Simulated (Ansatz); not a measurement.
Input file for Ansatz (an electronic-structure program): U-r2SCAN/def2-TZVPP on CF3 (SMILES F[C](F)F).

Ansatz 0.2 input:
```yaml
crystal:
  periodic: [false, false, false]
  atoms:
    - {symbol: F, position_ang: [-0.57354550, -0.61749388, 0.94189226]}
    - {symbol: C, position_ang: [0.26596573, -0.12543849, 0.04828906]}
    - {symbol: F, position_ang: [-0.10286856, -0.43702900, -1.18147978]}
    - {symbol: F, position_ang: [0.41054833, 1.17996137, 0.19129845]}
basis:
  gaussian:
    orbitals: def2-TZVPP
hamiltonian:
  xc: {name: r2SCAN}
magnetization: {spin_polarized: true, initial_magnetization: 1}
```

Task: What total energy does the run end on?

Result: -337.5807 hartree.
